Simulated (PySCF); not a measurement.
# How methods differ on the excitation energy of Be

Be [He] 2s2 (1S) → Be [He] 2s1 3s1 (3S), as a difference of total energies. All numbers are calculated (PySCF 2.14, no relativity, point nucleus, in aug-cc-pVQZ). Correlated levels: valence: 1s2 frozen. The calculations carry no spin-orbit coupling.

```csv
method,excitation energy (eV)
UHF,5.322
LDA,6.061
PBE,6.012
PBE0,6.017
r2SCAN,5.954
BLYP,6.151
CAM-B3LYP,6.274
BHandHLYP,6.182
MP2 (valence),6.072
SCS-MP2 (valence),6.268
```

Q: How much does correlation contribute at MP2 (valence)?

A: 6.072 − (5.322) = 0.750 eV, measured against UHF.

Errors of the correlated levels include the incompleteness of this basis and the frozen core.

For comparison: 6.457 eV (measured; NIST levels).
